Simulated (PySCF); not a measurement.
## BCl₃ → BCl + Cl₂

Level: PBE in the def2-TZVP basis family, all electrons, no relativity, computed in PySCF with density fitting; open shells unrestricted.

| species | state and structure | E (Eh) | ZPE (kJ/mol) | H(298 K) − H(0) (kJ/mol) | S° (J/(mol K)) |
| --- | --- | --- | --- | --- | --- |
| BCl₃ | singlet, D3h, B–Cl 1.748 Å (×3) | -1405.02170 | 19.5 | 14.1 | 290.3 |
| BCl | singlet, C∞v, B–Cl 1.732 Å | -484.77187 | 4.8 | 8.9 | 213.4 |
| Cl₂ | singlet, D∞h, Cl–Cl 2.008 Å | -920.02118 | 3.2 | 9.2 | 223.0 |

(1) What is the electronic reaction energy?

(2) Add zero-point, thermal and entropy terms for 298.15 K and 1 bar.

Answers

(1) At PBE/def2-TZVP, ΔE = 600.3 kJ/mol from the differences of the total energies times 2625.5, uphill. 

(2) ΔZPE = -11.5 and Δ[H(298) − H(0)] = 4.0 kJ/mol give ΔH° = 592.8 kJ/mol. ΔS° = 146.1 J/(mol K), so ΔG° = 592.8 − 298.15 × (0.1461) = 549 kJ/mol.

The structures come from searches over a few start shapes, so lower isomers are not excluded.
